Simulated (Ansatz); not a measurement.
H6Cl2Ge2Si (SMILES Cl[Si](Cl)([GeH3])[GeH3]), singlet, at a GFN2-xTB geometry, with bond 1-2 at 1.4 times its length; CASSCF(4,5)/STO-3G (Ansatz, an electronic-structure program).

Ansatz was given this input:
Ansatz 0.2 input:
```yaml
crystal:
  periodic: [false, false, false]
  atoms:
    - {symbol: Cl, position_ang: [-0.10363553, 2.83793464, 1.24287442]}
    - {symbol: Si, position_ang: [-0.06318026, 0.38283923, -0.17761770]}
    - {symbol: Cl, position_ang: [-0.40946389, 0.76783779, -2.13622009]}
    - {symbol: Ge, position_ang: [2.07652943, -0.56250966, 0.03789841]}
    - {symbol: Ge, position_ang: [-1.81614928, -0.94929680, 0.63973674]}
    - {symbol: H, position_ang: [2.79080540, -0.78341755, -1.25754498]}
    - {symbol: H, position_ang: [2.03391547, -1.91524607, 0.68193174]}
    - {symbol: H, position_ang: [3.02124421, 0.23073272, 0.88394903]}
    - {symbol: H, position_ang: [-2.98822487, -0.17421803, 1.15180715]}
    - {symbol: H, position_ang: [-2.38179905, -1.90367691, -0.36392519]}
    - {symbol: H, position_ang: [-1.39738918, -1.80949872, 1.79251506]}
basis:
  gaussian:
    orbitals: STO-3G
hamiltonian:
  xc: hf
magnetization: {spin_polarized: false}
correlation: {active_space: {window: {electrons: 4, orbitals: 5}}}
```

Predict the main parts of the log of this Ansatz run.


```
Functional definition: HF
738 factors; integrals over basis functions are off by at most 3.0e-5 eV
mean field evaluation 1: about -144266.3860 eV, gradient 2.4e1 eV
mean field evaluation 2: about -144266.4087 eV, gradient 2.4e1 eV
mean field evaluation 4: about -144270.6228 eV, gradient 1.7e0 eV
mean field evaluation 8: about -144270.6479 eV, gradient 5.0e-4 eV
mean field -144270.64790471 eV, -5301.8485203407 hartree, gradient 9.1e-7 eV, S^2 0.000000; 0 other end points of the search recorded, 0 dependent functions left out
reference -144270.64790471 eV, -5301.8485203407 hartree; 59, 59 occupied and 10, 10 virtual orbitals, 738 factors
state -144271.86392234 eV, -5301.8932081642 hartree
2 active orbitals were swapped for others, from the solution at -144271.74668581 eV, -5301.8888998011 hartree to that at -144271.86392234 eV, -5301.8932081642 hartree; typed "places" are swapped only where nearly empty or full, and so, without "given_window_search", are "orbital_numbers", "shells" and a window whose orbitals a file names under [Active]
the orbitals are reached from a further start. From the first start the search ends at -144271.71865626 eV, -5301.8878697342 hartree
Total energy: -144271.86392234 eV, -5301.8932081642 hartree
```
